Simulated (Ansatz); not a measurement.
Born–Oppenheimer molecular dynamics of a periodic cell of 27 atoms, H7CN (contents 3 CH4 + 3 NH3, density as packed 0.49 g/cm³ with natural masses). It goes on from the last frame of an earlier run, with new velocities.

Computed with DFT PBE-D3(BJ), scalar-relativistic, plane waves, PAW (Ansatz). Settings: accuracy low, cutoff 420 eV, k mesh 1x1x1, fermi-dirac smearing 0.05 eV, no spin polarisation.

```json
{
  "ensemble": "NVT, Nosé–Hoover chain",
  "time step": "0.5 fs",
  "steps asked": "200",
  "set temperature": "500 K",
  "thermostat": "time constant 10 fs, chain length 1",
  "seed": "31538"
}
```

Frames 2.5 fs apart, positions in Å.

Velocities at 50.0 fs (Å/ps):

```
C 3.26 5.16 7.00
H -10.76 1.03 -23.43
H -14.53 21.74 -53.12
H -54.61 8.42 5.17
H -14.58 10.24 23.94
C -3.74 4.68 0.95
H 5.00 -32.28 -24.47
H 11.74 1.64 -29.92
H 0.40 2.40 -28.71
H 24.30 -28.81 -24.03
C -2.02 -3.51 -1.06
H -29.08 46.72 -12.12
H -28.29 -1.28 4.15
H -18.11 -30.36 -5.91
H 14.46 -11.11 -4.58
N 8.18 1.64 4.66
H 17.73 11.76 20.66
H -10.00 22.82 1.71
H -14.65 28.35 5.27
N 0.05 -0.23 1.52
H -16.64 17.67 15.14
H -2.10 -53.78 -40.21
H -20.36 -29.07 -15.46
N 1.82 -3.83 1.75
H 8.01 5.73 -11.76
H 39.06 -20.22 -10.95
H 3.11 -13.24 16.37
```

```xyz
27
Lattice="6.9562 0.0000 0.0000 0.0000 6.9562 0.0000 0.0000 0.0000 6.9562" Properties=species:S:1:pos:R:3 time_fs=50.0 energy_less_start_eV=-0.262 T=539
C 1.900 3.221 2.775
H 2.722 3.743 3.308
H 1.001 3.842 2.863
H 1.708 2.312 3.370
H 2.014 3.031 1.740
C 0.709 5.660 6.009
H 0.313 6.579 6.373
H 1.643 5.410 6.525
H 0.862 5.686 4.931
H -0.106 4.975 6.313
C 4.720 5.394 2.196
H 4.953 5.572 3.238
H 3.790 5.927 2.034
H 4.688 4.300 2.112
H 5.644 5.708 1.730
N 6.356 1.103 4.172
H 6.279 1.023 5.162
H 7.216 1.690 3.975
H 5.477 1.552 3.956
N 4.322 3.607 5.648
H 5.157 3.756 6.253
H 4.592 3.662 4.624
H 3.794 4.492 5.837
N 2.946 0.839 5.248
H 2.468 0.775 4.326
H 2.110 0.580 5.825
H 3.027 1.866 5.352
27
Lattice="6.9562 0.0000 0.0000 0.0000 6.9562 0.0000 0.0000 0.0000 6.9562" Properties=species:S:1:pos:R:3 time_fs=52.5 energy_less_start_eV=0.053 T=444
C 1.904 3.235 2.796
H 2.702 3.749 3.240
H 0.974 3.895 2.739
H 1.582 2.340 3.367
H 2.002 3.040 1.757
C 0.701 5.666 6.009
H 0.313 6.561 6.330
H 1.668 5.414 6.454
H 0.855 5.691 4.876
H -0.034 4.895 6.244
C 4.716 5.383 2.195
H 4.884 5.688 3.231
H 3.732 5.917 2.021
H 4.631 4.244 2.092
H 5.667 5.695 1.699
N 6.377 1.108 4.182
H 6.328 1.047 5.228
H 7.148 1.736 3.985
H 5.463 1.623 3.959
N 4.322 3.607 5.650
H 5.111 3.789 6.266
H 4.585 3.536 4.591
H 3.743 4.413 5.787
N 2.948 0.829 5.250
H 2.508 0.783 4.307
H 2.211 0.529 5.814
H 3.045 1.831 5.404
27
Lattice="6.9562 0.0000 0.0000 0.0000 6.9562 0.0000 0.0000 0.0000 6.9562" Properties=species:S:1:pos:R:3 time_fs=55.0 energy_less_start_eV=-0.181 T=511
C 1.893 3.250 2.818
H 2.739 3.788 3.199
H 0.998 3.931 2.651
H 1.490 2.388 3.342
H 2.037 3.013 1.722
C 0.697 5.662 6.000
H 0.280 6.655 6.333
H 1.688 5.425 6.399
H 0.827 5.698 4.891
H 0.042 4.806 6.175
C 4.712 5.370 2.197
H 4.830 5.776 3.246
H 3.737 5.878 1.958
H 4.567 4.264 2.082
H 5.631 5.696 1.649
N 6.391 1.115 4.196
H 6.380 1.068 5.247
H 7.073 1.802 3.991
H 5.531 1.652 3.969
N 4.323 3.605 5.645
H 5.089 3.807 6.253
H 4.572 3.440 4.695
H 3.665 4.369 5.719
N 2.953 0.822 5.245
H 2.576 0.781 4.309
H 2.248 0.447 5.875
H 3.085 1.809 5.476
27
Lattice="6.9562 0.0000 0.0000 0.0000 6.9562 0.0000 0.0000 0.0000 6.9562" Properties=species:S:1:pos:R:3 time_fs=57.5 energy_less_start_eV=0.260 T=384
C 1.871 3.268 2.828
H 2.791 3.829 3.188
H 1.067 3.961 2.606
H 1.439 2.430 3.328
H 2.100 2.966 1.738
C 0.694 5.657 5.986
H 0.265 6.693 6.341
H 1.703 5.449 6.365
H 0.790 5.717 4.933
H 0.105 4.729 6.124
C 4.706 5.360 2.203
H 4.792 5.804 3.232
H 3.791 5.823 1.851
H 4.514 4.322 2.096
H 5.542 5.698 1.597
N 6.399 1.122 4.213
H 6.425 1.088 5.212
H 7.057 1.903 3.990
H 5.601 1.645 3.985
N 4.319 3.602 5.644
H 5.107 3.830 6.241
H 4.593 3.353 4.758
H 3.584 4.343 5.638
N 2.959 0.814 5.240
H 2.632 0.773 4.294
H 2.280 0.368 5.935
H 3.137 1.787 5.553
27
Lattice="6.9562 0.0000 0.0000 0.0000 6.9562 0.0000 0.0000 0.0000 6.9562" Properties=species:S:1:pos:R:3 time_fs=60.0 energy_less_start_eV=0.008 T=468
C 1.854 3.292 2.823
H 2.777 3.818 3.189
H 1.118 4.027 2.588
H 1.420 2.447 3.352
H 2.168 2.913 1.831
C 0.690 5.655 5.974
H 0.279 6.604 6.341
H 1.710 5.487 6.350
H 0.757 5.755 4.906
H 0.156 4.694 6.105
C 4.698 5.358 2.212
H 4.771 5.781 3.192
H 3.831 5.786 1.712
H 4.477 4.316 2.130
H 5.462 5.699 1.538
N 6.413 1.132 4.225
H 6.458 1.101 5.225
H 7.051 1.954 4.005
H 5.556 1.645 3.990
N 4.307 3.600 5.653
H 5.119 3.867 6.221
H 4.655 3.257 4.702
H 3.562 4.292 5.552
N 2.964 0.805 5.245
H 2.660 0.765 4.263
H 2.366 0.331 5.910
H 3.189 1.738 5.610
27
Lattice="6.9562 0.0000 0.0000 0.0000 6.9562 0.0000 0.0000 0.0000 6.9562" Properties=species:S:1:pos:R:3 time_fs=62.5 energy_less_start_eV=0.217 T=426
C 1.844 3.316 2.812
H 2.712 3.767 3.218
H 1.127 4.131 2.576
H 1.433 2.475 3.403
H 2.234 2.851 1.933
C 0.688 5.649 5.962
H 0.271 6.484 6.372
H 1.709 5.534 6.345
H 0.732 5.807 4.838
H 0.190 4.698 6.117
C 4.685 5.360 2.216
H 4.764 5.758 3.192
H 3.838 5.770 1.582
H 4.467 4.255 2.181
H 5.436 5.690 1.478
N 6.431 1.151 4.232
H 6.474 1.108 5.287
H 7.031 1.935 4.039
H 5.478 1.605 4.008
N 4.298 3.594 5.658
H 5.099 3.927 6.184
H 4.687 3.211 4.724
H 3.575 4.253 5.464
N 2.972 0.796 5.250
H 2.677 0.766 4.275
H 2.436 0.286 5.864
H 3.242 1.683 5.639
27
Lattice="6.9562 0.0000 0.0000 0.0000 6.9562 0.0000 0.0000 0.0000 6.9562" Properties=species:S:1:pos:R:3 time_fs=65.0 energy_less_start_eV=-0.053 T=529
C 1.830 3.341 2.799
H 2.681 3.736 3.310
H 1.138 4.205 2.567
H 1.462 2.547 3.459
H 2.295 2.776 1.976
C 0.695 5.633 5.938
H 0.186 6.453 6.472
H 1.709 5.579 6.339
H 0.708 5.854 4.827
H 0.199 4.701 6.151
C 4.665 5.359 2.204
H 4.764 5.766 3.238
H 3.840 5.750 1.523
H 4.500 4.234 2.239
H 5.457 5.651 1.463
N 6.442 1.173 4.242
H 6.470 1.111 5.291
H 7.045 1.937 4.062
H 5.472 1.496 4.056
N 4.292 3.579 5.657
H 5.061 4.019 6.145
H 4.678 3.216 4.840
H 3.584 4.264 5.372
N 2.987 0.788 5.251
H 2.685 0.779 4.312
H 2.431 0.182 5.871
H 3.298 1.660 5.656
27
Lattice="6.9562 0.0000 0.0000 0.0000 6.9562 0.0000 0.0000 0.0000 6.9562" Properties=species:S:1:pos:R:3 time_fs=67.5 energy_less_start_eV=0.150 T=495
C 1.816 3.365 2.785
H 2.682 3.739 3.433
H 1.172 4.213 2.554
H 1.469 2.648 3.516
H 2.325 2.729 1.989
C 0.703 5.619 5.910
H 0.094 6.417 6.568
H 1.715 5.610 6.332
H 0.679 5.890 4.877
H 0.195 4.678 6.186
C 4.642 5.356 2.184
H 4.756 5.785 3.235
H 3.838 5.721 1.551
H 4.562 4.274 2.291
H 5.502 5.580 1.517
N 6.448 1.193 4.256
H 6.459 1.104 5.245
H 7.087 1.995 4.059
H 5.496 1.365 4.100
N 4.281 3.564 5.662
H 5.016 4.135 6.115
H 4.714 3.184 4.865
H 3.613 4.282 5.292
N 3.005 0.775 5.257
H 2.665 0.805 4.306
H 2.438 0.115 5.851
H 3.346 1.656 5.668
```

Of the whole run (100 fs, mean temperature of the second half 503 K): The conserved energy stayed within 0.19 meV per atom of its start (net change 0.029 meV per atom), so the integration is sound. A run of 0.1 ps of so small a system gives no equilibrium averages. Limits of this set-up: coarse k mesh, low accuracy level.

Run time: 4.3 min on 1 thread of Arm Neoverse V1, on a shared host, peak memory 0.41 GiB.
